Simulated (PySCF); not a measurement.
C₂H₅Cl₂GeN, SMILES C/C=[N]/[GeH]([Cl])[Cl].

Geometry: PBE-D3(BJ)/def2-SVP. The structure was generated by enumeration; whether it is a known compound was not checked. Other conformers were not sampled.

All values below come from PBE-D3(BJ)/def2-SVP in PySCF.

Frequencies are harmonic and unscaled.

```json
[
 {"mode": "1", "ν (cm⁻¹)": "45", "IR (km/mol)": "1.3", "moving atoms (share of kinetic energy)": "Cl 37 %, C 26 %, H 19 %, Ge 10 %"},
 {"mode": "2", "ν (cm⁻¹)": "102", "IR (km/mol)": "0.7", "moving atoms (share of kinetic energy)": "Cl 32 %, Ge 31 %, C 16 %, H 12 %, N 10 %"},
 {"mode": "3", "ν (cm⁻¹)": "113", "IR (km/mol)": "4.0", "moving atoms (share of kinetic energy)": "H 61 %, C 17 %, Cl 14 %"},
 {"mode": "4", "ν (cm⁻¹)": "137", "IR (km/mol)": "3.5", "moving atoms (share of kinetic energy)": "Cl 76 %, Ge 13 %"},
 {"mode": "5", "ν (cm⁻¹)": "181", "IR (km/mol)": "0.0", "moving atoms (share of kinetic energy)": "H 67 %, C 31 %"},
 {"mode": "6", "ν (cm⁻¹)": "249", "IR (km/mol)": "5.8", "moving atoms (share of kinetic energy)": "C 30 %, N 27 %, Cl 17 %, Ge 15 %, H 12 %"},
 {"mode": "7", "ν (cm⁻¹)": "259", "IR (km/mol)": "8.0", "moving atoms (share of kinetic energy)": "N 63 %, H 12 %, C 11 %, Cl 11 %"},
 {"mode": "8", "ν (cm⁻¹)": "362", "IR (km/mol)": "4.7", "moving atoms (share of kinetic energy)": "C 44 %, H 20 %, Ge 16 %, Cl 14 %"},
 {"mode": "9", "ν (cm⁻¹)": "416", "IR (km/mol)": "45.0", "moving atoms (share of kinetic energy)": "Cl 58 %, Ge 31 %"},
 {"mode": "10", "ν (cm⁻¹)": "431", "IR (km/mol)": "80.9", "moving atoms (share of kinetic energy)": "Cl 59 %, Ge 40 %"},
 {"mode": "11", "ν (cm⁻¹)": "640", "IR (km/mol)": "163.6", "moving atoms (share of kinetic energy)": "H 63 %, N 22 %, Ge 10 %"},
 {"mode": "12", "ν (cm⁻¹)": "685", "IR (km/mol)": "75.1", "moving atoms (share of kinetic energy)": "H 97 %"},
 {"mode": "13", "ν (cm⁻¹)": "691", "IR (km/mol)": "21.5", "moving atoms (share of kinetic energy)": "H 52 %, N 43 %"},
 {"mode": "14", "ν (cm⁻¹)": "821", "IR (km/mol)": "0.1", "moving atoms (share of kinetic energy)": "H 86 %, C 10 %"},
 {"mode": "15", "ν (cm⁻¹)": "927", "IR (km/mol)": "0.3", "moving atoms (share of kinetic energy)": "H 46 %, C 37 %, N 17 %"},
 {"mode": "16", "ν (cm⁻¹)": "1050", "IR (km/mol)": "0.0", "moving atoms (share of kinetic energy)": "H 55 %, C 43 %"},
 {"mode": "17", "ν (cm⁻¹)": "1101", "IR (km/mol)": "4.4", "moving atoms (share of kinetic energy)": "C 58 %, H 39 %"},
 {"mode": "18", "ν (cm⁻¹)": "1310", "IR (km/mol)": "10.9", "moving atoms (share of kinetic energy)": "H 78 %, C 22 %"},
 {"mode": "19", "ν (cm⁻¹)": "1350", "IR (km/mol)": "7.1", "moving atoms (share of kinetic energy)": "H 79 %, C 13 %"},
 {"mode": "20", "ν (cm⁻¹)": "1379", "IR (km/mol)": "26.5", "moving atoms (share of kinetic energy)": "H 93 %"},
 {"mode": "21", "ν (cm⁻¹)": "1394", "IR (km/mol)": "11.3", "moving atoms (share of kinetic energy)": "H 96 %"},
 {"mode": "22", "ν (cm⁻¹)": "1677", "IR (km/mol)": "224.6", "moving atoms (share of kinetic energy)": "C 58 %, N 37 %"},
 {"mode": "23", "ν (cm⁻¹)": "2040", "IR (km/mol)": "108.7", "moving atoms (share of kinetic energy)": "H 99 %"},
 {"mode": "24", "ν (cm⁻¹)": "2844", "IR (km/mol)": "59.9", "moving atoms (share of kinetic energy)": "H 92 %"},
 {"mode": "25", "ν (cm⁻¹)": "2966", "IR (km/mol)": "3.2", "moving atoms (share of kinetic energy)": "H 97 %"},
 {"mode": "26", "ν (cm⁻¹)": "3042", "IR (km/mol)": "2.5", "moving atoms (share of kinetic energy)": "H 91 %, C 9 %"},
 {"mode": "27", "ν (cm⁻¹)": "3103", "IR (km/mol)": "2.5", "moving atoms (share of kinetic energy)": "H 90 %, C 10 %"}
]
```
